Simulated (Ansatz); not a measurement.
## One elementary step

Start structure (BSiH₇O₂, singlet), relaxed at PBE0-D4/def2-TZVP:

B1  (-0.684, 0.055, -0.805)
Si2  (1.167, -0.770, -0.611)
O3  (-1.307, -0.056, -2.006)
O4  (-1.337, 0.713, 0.197)
H5  (0.402, 0.755, 2.794)
H6  (-0.183, 1.133, 3.069)
H7  (2.134, -0.164, -1.567)
H8  (1.697, -0.550, 0.768)
H9  (1.135, -2.239, -0.851)
H10  (-2.176, 0.362, -2.008)
H11  (-0.848, 0.760, 1.021)
(Å)

The step: BSiH₅O₂ ([OH][B]([OH])[SiH3]) + H₂ → BH₃O₂ ([OH][BH][OH]) + SiH₄; bonds formed: B1–H6, Si2–H5; bonds broken: B1–Si2, H5–H6. Computed with Ansatz 0.2.0 (basis: def2-TZVPP and def2-QZVPP); correlated methods freeze the cores. Extrapolation: Hartree–Fock as exp(−7.88 √X), correlation as X^−2.97. Energies below are by CCSD(T) at an estimated basis limit (MP2 extrapolated from triple and quadruple zeta, plus CCSD(T) − MP2 in triple zeta).

Question: What are the electronic barrier and the energy of the step, from the start structure to the end structure? (To be estimated.)

Answer: Computed: Barrier 202.7 kJ/mol; step energy -48.5 kJ/mol (downhill); reverse barrier, their difference, 251.1 kJ/mol. Barrier and step energy count from the start structure, the reverse barrier from the end structure.

The saddle point: One imaginary mode of 1059i cm⁻¹.
```json
{"pair": "B1–H6", "start (Å)": "4.05", "saddle (Å)": "1.35", "end (Å)": "1.20"}
{"pair": "Si2–H5", "start (Å)": "3.81", "saddle (Å)": "1.95", "end (Å)": "1.48"}
{"pair": "B1–Si2", "start (Å)": "2.04", "saddle (Å)": "2.19", "end (Å)": "4.10"}
{"pair": "H5–H6", "start (Å)": "0.75", "saddle (Å)": "1.03", "end (Å)": "4.93"}
```

Zero-point energy (harmonic, PBE0-D4): ZPE is 185.3 kJ/mol at the start and 193.7 kJ/mol at the saddle, so the barrier goes from 202.7 to 211.0 kJ/mol.

No T1 diagnostic of these runs exceeds 0.014.

Labels in which every atom is bracketed show which atoms are joined, not bond orders.

For scale, one of the runs: CCSD(T)/def2-TZVPP, 233 basis functions, launched by `ansatz run in.yaml --threads 4 --pin off --events-out ev --progress --plain --max-ram 9574MiB`. The run took 78 s on 4 CPU threads of an Arm Neoverse V2 (shared host), with 4.2 GiB of host memory at its peak.
